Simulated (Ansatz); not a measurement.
A structure relaxed at PBE-D4/def2-SVP in Ansatz, charge -1, singlet:

```csv
atom,x (Å),y (Å),z (Å)
Al1,2.948,-2.992,1.540
As2,1.261,-4.449,0.254
Al3,3.081,0.692,2.931
As4,3.431,2.659,1.381
As5,1.763,-0.817,1.435
Al6,1.464,-0.016,-0.882
Al7,-0.927,-3.567,-0.588
As8,-0.207,-1.610,-1.936
Al9,1.557,4.002,0.342
As10,0.374,2.200,-0.926
Al11,0.143,3.100,-3.224
Al12,-2.279,-0.628,-2.887
As13,-1.374,1.282,-4.233
Al14,-0.345,-1.046,2.654
As15,-1.975,-2.424,1.339
As16,-1.321,1.258,2.385
Al17,-1.841,2.204,0.111
Al18,-4.160,-1.290,0.797
As19,-3.268,0.386,-0.860
H20,4.283,-3.040,0.647
H21,2.912,-3.616,3.022
H22,1.909,-5.091,-0.973
H23,0.965,-5.759,0.985
H24,4.513,0.048,3.293
H25,2.141,1.273,4.107
H26,4.336,2.187,0.244
H27,4.442,3.621,2.015
H28,2.810,-0.077,-1.752
H29,-1.801,-4.673,-1.351
H30,0.492,-2.234,-3.144
H31,2.187,5.100,-0.655
H32,0.664,4.479,1.599
H33,1.496,3.018,-4.086
H34,-0.790,4.410,-3.256
H35,-3.207,-1.616,-3.743
H36,-0.710,0.616,-5.438
H37,-2.549,1.883,-5.006
H38,-0.291,-1.508,4.188
H39,-2.351,-3.562,2.288
H40,-0.338,2.222,3.040
H41,-2.497,1.462,3.337
H42,-2.637,3.591,0.199
H43,-5.164,-2.318,0.074
H44,-4.634,-0.480,2.110
H45,-4.505,1.121,-1.377
```

Question: Give its formula and point group.

Answer: Al10As9H26⁻, a nanocrystal cut from wurtzite AlAs (hydrogen-capped). Point group Cs (tolerance 0.1 Å).

Question: Summarise the bond lengths by kind (pairs closer than 1.2 times the sum of covalent radii, bridged metal pairs left out).

Answer: 25 × Al–As 2.45 to 2.57 Å; 15 × Al–H 1.60 to 1.61 Å; 11 × As–H 1.52 to 1.53 Å.

Single mean-field runs in def2-SVP are fitted with def2-universal-jkfit.
